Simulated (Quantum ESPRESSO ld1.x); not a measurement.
Problem. The mean radii <r> (bohr) of the occupied orbitals of an atom or ion are listed with their occupations. All-electron calculation, scalar-relativistic Kohn-Sham, PBE, spin-unpolarised, spherical densities, point nucleus. Program: ld1.x of Quantum ESPRESSO 7.5.

| orbital | occ. | <r> |
|---|---|---|
| 1s | 2 | 0.01604 |
| 2s | 2 | 0.06758 |
| 2p | 6 | 0.06144 |
| 3s | 2 | 0.1745 |
| 3p | 6 | 0.1765 |
| 3d | 10 | 0.1599 |
| 4s | 2 | 0.3842 |
| 4p | 6 | 0.4099 |
| 4d | 10 | 0.4309 |
| 5s | 2 | 0.8532 |
| 4f | 14 | 0.4538 |
| 5p | 6 | 0.9749 |
| 5d | 10 | 1.264 |
| 6d | 1 | 3.647 |

Name the element and its charge.

Solution. Z = 82, lead, charge +3: Pb3+ in [Xe] 4f14 5d10 6d1. The 1s radius gives Z: for a bare nucleus <r> = (2 gamma + 1)/(2Z) with gamma = sqrt(1 - (Z/c)^2), 0.01587 bohr for Z = 82, and screening makes it slightly larger (0.01604 here). The occupations add up to 79, and the charge is Z minus that.
